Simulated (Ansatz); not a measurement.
Relaxation of F3H4O3W (11 atoms, charge 0, multiplicity 2), to a largest force component of 0.03 eV/Å in at most 50 steps.

These are results of UKS PBE/def2-SVP in Ansatz, not measurements.

```xyz
11
Properties=species:S:1:pos:R:3:forces:R:3
W -0.223 -0.152 -0.396 0.00 0.10 0.22
F 0.189 0.051 2.613 1.26 1.78 -5.49
F 1.678 0.209 -0.487 0.01 -0.07 0.00
H -0.072 1.278 0.525 -0.05 0.02 0.01
O -2.055 0.118 -0.057 -0.05 -0.06 0.00
H -2.568 0.338 0.744 0.05 0.02 -0.01
O 0.088 -1.888 0.308 0.02 0.05 -0.08
H 0.828 -2.064 0.923 0.01 0.00 0.05
O -0.066 0.207 -2.250 0.04 -0.01 -0.03
H 0.850 0.441 -2.529 -0.02 -0.01 -0.01
F -0.107 -0.368 3.846 -1.27 -1.81 5.34
```

Problem. Where does it end, and by what steps?

Solution. It converged. After 34 steps the energy has fallen by 5.408 eV; H4 moved furthest, 2.04 Å. Parted: W1–H4 (1.71 → 3.35 Å), O7–H8 (0.98 → 1.81 Å). Joined: W1–F2 (3.04 → 1.88 Å), H8–F11 (3.51 → 0.94 Å).

| step | energy less start (eV) | largest force component (eV/Å) | accepted |
| --- | --- | --- | --- |
| 0 | 0.0000 | 5.489 | yes |
| 2 | -1.1211 | 3.460 | yes |
| 4 | -2.5396 | 1.531 | yes |
| 6 | -2.8499 | 0.738 | yes |
| 8 | -3.0162 | 0.554 | yes |
| 10 | -3.1935 | 0.352 | yes |
| 12 | -3.4328 | 0.527 | yes |
| 14 | -3.7145 | 0.951 | yes |
| 16 | -3.9970 | 1.566 | yes |
| 18 | -4.4524 | 6.654 | yes |
| 20 | -5.0318 | 0.895 | yes |
| 22 | -5.2297 | 0.469 | yes |
| 24 | -5.3304 | 0.285 | yes |
| 26 | -5.3768 | 0.101 | yes |
| 28 | -5.3917 | 0.204 | yes |
| 30 | -5.3972 | 0.663 | no |
| 32 | -5.4080 | 0.095 | yes |
| 34 | -5.4083 | 0.008 | yes |

```xyz
11
Properties=species:S:1:pos:R:3
W 0.147 -0.233 0.134
F 0.514 0.839 1.639
F 1.821 0.430 -0.464
H -0.409 3.018 -0.482
O -1.688 -0.212 0.505
H -2.427 0.418 0.438
O 0.548 -1.881 0.423
H 0.130 -2.326 2.131
O -0.304 -0.032 -1.713
H 0.427 0.175 -2.328
F -0.219 -2.028 2.956
```

Whether the end is a true minimum wasn't checked by a vibrational analysis.

Run time: 2.4 min on 4 threads of Arm Neoverse V2, with other jobs on the host, peak memory 0.25 GiB.
